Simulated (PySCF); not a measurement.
Compound: C2H8N2Si2.
Numbering: `[CH2:1]=[CH:2][SiH:3]1[NH:4][SiH2:5][NH:6]1` (hydrogens: H7, H8 on C1; H9 on C2; H10 on Si3; H11 on N4; H12, H13 on Si5; H14 on N6)

The same species was optimised twice, with GFN2-xTB and with PBE0-D3(BJ)/def2-SVP (PySCF), and the same property calculations (PySCF, gas phase) were run on both structures.

| coordinate | GFN2-xTB | PBE0-D3(BJ)/def2-SVP | change |
| --- | --- | --- | --- |
| C1=C2 (Å) | 1.323 | 1.339 | +0.016 |
| C2–Si3 (Å) | 1.879 | 1.866 | -0.013 |
| N4–Si5 (Å) | 1.737 | 1.747 | +0.010 |
| Si3–N6 (Å) | 1.743 | 1.752 | +0.009 |
| Si3–N4 (Å) | 1.743 | 1.749 | +0.006 |
| Si5–N6 (Å) | 1.739 | 1.744 | +0.005 |
| Si3–N4–Si5 (°) | 97.0 | 93.5 | -3.5 |
| N4–Si3–N6 (°) | 82.9 | 86.3 | +3.4 |
| N4–Si5–N6 (°) | 83.2 | 86.6 | +3.4 |
| Si3–N6–Si5 (°) | 96.9 | 93.5 | -3.4 |
| C1–C2–Si3 (°) | 124.3 | 121.1 | -3.2 |
| C2–Si3–N4 (°) | 115.2 | 113.7 | -1.5 |
| C2–Si3–N6 (°) | 116.6 | 117.4 | +0.8 |
| C1–C2–Si3–N4 (°) | 20 | 4 | -16 |

Rotational constants: A = 4807, B = 1571, C = 1477 MHz (GFN2-xTB) against A = 4778, B = 1612, C = 1473 MHz (PBE0-D3(BJ)/def2-SVP). Point groups within 0.08 Å: C1 and C1.

On the GFN2-xTB structure: HOMO (eV) -6.76 [PBE0/pcSseg-1]; LUMO (eV) -0.75 [PBE0/pcSseg-1]; dipole (D) 0.60 [PBE0/pcSseg-1]; GIAO shielding of C1 (ppm) 42.8 [PBE0/pcSseg-1]; GIAO shielding of C2 (ppm) 41.5 [PBE0/pcSseg-1]; GIAO shielding of Si3 (ppm) 363.5 [PBE0/pcSseg-1]; GIAO shielding of N4/N6 (mean) (ppm) 247.8 [PBE0/pcSseg-1]; GIAO shielding of Si5 (ppm) 368.6 [PBE0/pcSseg-1].

**Question.** What do these properties become on the PBE0-D3(BJ)/def2-SVP structure?

**Answer.** 
```csv
property,level,on GFN2-xTB,on PBE0-D3(BJ)/def2-SVP,change
HOMO (eV),PBE0/pcSseg-1,-6.76,-7.10,-0.34
LUMO (eV),PBE0/pcSseg-1,-0.75,-0.62,+0.13
dipole (D),PBE0/pcSseg-1,0.60,0.64,+0.04
"energy, GFN2-xTB geometry as zero (kcal/mol)",PBE0/pcSseg-1,0.0,-3.5,-3.5
GIAO shielding of C1 (ppm),PBE0/pcSseg-1,42.8,39.4,-3.4
GIAO shielding of C2 (ppm),PBE0/pcSseg-1,41.5,37.0,-4.5
GIAO shielding of Si3 (ppm),PBE0/pcSseg-1,363.5,362.6,-0.9
GIAO shielding of N4/N6 (mean) (ppm),PBE0/pcSseg-1,247.8,248.9,+1.1
GIAO shielding of Si5 (ppm),PBE0/pcSseg-1,368.6,371.0,+2.4
```

The heavy atoms differ by 0.107 Å rms after alignment. Among bonds between heavy atoms C1=C2 changes most (+0.016 Å). Changes are differences of the printed values. Neither structure is proved a minimum here.

The values belong to the conformer `[CH2:1]=[CH:2][SiH:3]1[NH:4][SiH2:5][NH:6]1`: C1–C2–Si3–N4 4°.
